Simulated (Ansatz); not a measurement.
trans-NiCl2(PH3)2 (NiP2H6Cl2). Total charge 0; triplet. Geometry PBE-D4/def2-SVP; atoms count from 1.

Cartesian coordinates in Å:
```
Ni -0.0020 -0.0059 -0.0019
Cl 0.4177 -0.3120 -2.1540
P 2.1494 -0.5268 0.5829
H 2.3854 -1.9196 0.3675
H 2.6502 -0.4550 1.9240
H 3.3066 -0.0294 -0.1009
Cl -0.8247 -1.1657 1.6941
P -2.0286 0.9632 -0.4469
H -2.8997 1.4887 0.5624
H -2.9251 -0.0110 -0.9836
H -2.2292 1.9735 -1.4437
```

At PBE0-D4/def2-TZVP a singlet of charge 0 lies 0.29 eV below the triplet, each at its own geometry.

**Question.** Estimate the Mulliken populations from the PBE0/def2-TZVP orbitals of Ansatz.

**Answer.** 
```csv
atom,charge (e),spin (α − β),d electrons
Ni1,0.23,1.52,8.53
Cl2,-0.45,0.16,–
P3,-0.01,0.08,–
H4,0.13,-0.01,–
H5,0.11,0.01,–
H6,0.11,0.01,–
Cl7,-0.45,0.16,–
P8,-0.01,0.07,–
H9,0.11,0.01,–
H10,0.13,-0.01,–
H11,0.11,0.01,–
```
Mulliken values depend strongly on the basis.

**Question.** Where does the spin sit?

**Answer.** Summed by element: Ni 1.52, Cl 0.31, P 0.15, H 0.02, of 2 unpaired in all. Largest on single atoms: Ni1 1.52, Cl2 0.16, Cl7 0.16.

**Question.** And the Mayer bond orders between heavy atoms (over 0.3)?

**Answer.** Ni1–Cl2 0.81 (2.21 Å); Ni1–P3 0.66 (2.29 Å); Ni1–Cl7 0.81 (2.21 Å); Ni1–P8 0.66 (2.29 Å).
